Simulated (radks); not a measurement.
The numbers below are computed, except where a source is named.
Q: Species: the neodymium ion Nd48+. Configuration: [Ne] 3s2 (the NIST ground configuration). Code: a radial shooting solver on a logarithmic mesh with Libxc functionals. Model: Dirac Kohn-Sham, exchange-only PBE, spin-unpolarised, spherical densities, finite nucleus; Fermi nuclear charge, rms radius 4.9123 fm. Some entries of the table are withheld. Estimate them.

orbital,occ.,eigenvalue (eV),r(max) (bohr),<r^2> (bohr^2)
1s1/2,2,(1),0.01509,0.0007588
2s1/2,2,-10231.48,0.08495,0.01155
2p1/2,2,-9903.691,(2),0.008401
2p3/2,4,-9364.664,(3),0.009556
3s1/2,2,-4167.455,(4),0.06448

A: 
(1) 1s1/2 eigenvalue (eV): -46780.06
(2) 2p1/2 r(max) (bohr): 0.06445
(3) 2p3/2 r(max) (bohr): 0.06975
(4) 3s1/2 r(max) (bohr): 0.2268
